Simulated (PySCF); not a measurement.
Members of one family of related compounds. The calculation used TDDFT CAM-B3LYP/def2-SVPD, vertical, gas phase, core orbitals frozen in the response in PySCF 2.14.0, density-fitted response routines. Geometries: PBE0-D3(BJ)/def2-SVP; one conformer of each isolated species. Triplets are in the Tamm–Dancoff approximation. 'Strongest' means the level of largest summed f among the lowest 10 singlets; it needn't be the same kind of state in each. Relativistic effects are left out although some hold elements past zinc.

Question: Rank by computed lowest triplet energy, lowest first.
A. `C/N=C/C[N](C)[GeH3]`
B. `C[N]([GeH3])CCN`
C. `[N](CB(O)O)(C)[GeH3]`
D. `CCC[N](C)[GeH3]`

Answer: A (4.42 eV), C (5.11 eV), D (5.29 eV), B (5.46 eV).

```tsv
SMILES	T1 (eV)	f (strongest)	α (au)	first f ≥ 0.01 (nm)	gap (eV)	S1 mainly
C/N=C/C[N](C)[GeH3]	4.42	0.03	97.0	203	8.44	H→L (61%)
C[N]([GeH3])CB(O)O	5.11	0.06	86.2	239	7.69	H→L (77%)
CCC[N](C)[GeH3]	5.29	0.06	89.4	211	8.40	H→L (52%)
C[N]([GeH3])CCN	5.46	0.05	86.7	223	8.32	H→L (79%)
```

H and L stand for HOMO and LUMO.

Without π bonds the low states are Rydberg-like; a valence basis with one diffuse set may place them up to an eV too high.
